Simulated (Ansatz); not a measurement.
**Energy profile**

The step: C₂H₇B ([BH2][CH2][CH3]) + H₂ → C₂H₆ (CC) + BH₃; bonds formed: B1–H7, C2–H6; bonds broken: B1–C2, H6–H7 (atoms numbered as in the saddle structure below).

```xyz
12
angstrom
B -0.3510 1.3496 0.1942
C 0.3946 -0.0849 -0.5208
C -0.0802 -1.4315 -0.0032
H -1.5073 1.0927 0.3337
H 0.0590 2.3118 -0.3795
H 0.4981 0.6245 0.7386
H 0.1111 1.4358 1.3790
H 1.4849 -0.0557 -0.6180
H 0.0077 0.1058 -1.5213
H 0.2732 -2.2459 -0.6398
H 0.2805 -1.6308 1.0105
H -1.1705 -1.4714 0.0265
```

Electronic energies by CCSD(T) at an estimated basis limit (MP2 extrapolated from triple and quadruple zeta, plus CCSD(T) − MP2 in triple zeta), on PBE0-D4/def2-TZVP structures; C$_{2}$H$_{9}$B, closed shell; no counterpoise correction. Ansatz 0.2.0; basis: def2-TZVPP and def2-QZVPP; cores frozen in the correlated methods. Extrapolation: Hartree–Fock as exp(−7.88 √X), correlation as X^−2.97.

**Question.** Give the profile in kJ/mol, counted from the separated reactants. (Judge from chemistry; the value comes from the calculation.)

**Answer.** The calculation gives:
| point | kJ/mol |
| --- | --- |
| separated: C$_{2}$H$_{7}$B (linked as [BH2][CH2][CH3]; B1, C2, C3, H4, H5, H8, H9, H10, H11, H12; singlet) + H$_{2}$ (H6, H7; singlet) | 0.0 |
| start structure | -0.1 |
| saddle | 59.0 |
| end structure | -21.7 |
| separated: BH$_{3}$ (B1, H4, H5, H7; singlet) + C$_{2}$H$_{6}$ (linked as [CH3][CH3]; C2, C3, H6, H8, H9, H10, H11, H12; singlet) | -16.4 |

No T1 diagnostic of these runs exceeds 0.010.

For scale, one of the runs: CCSD(T)/def2-TZVPP, 219 basis functions, launched by `ansatz run in.yaml --threads 2 --pin off --events-out ev --progress --plain --max-ram 4352MiB`. Hardware: 2 CPU threads of an Arm Neoverse V1, shared host. Wall time 81 s; peak host memory 3.4 GiB.
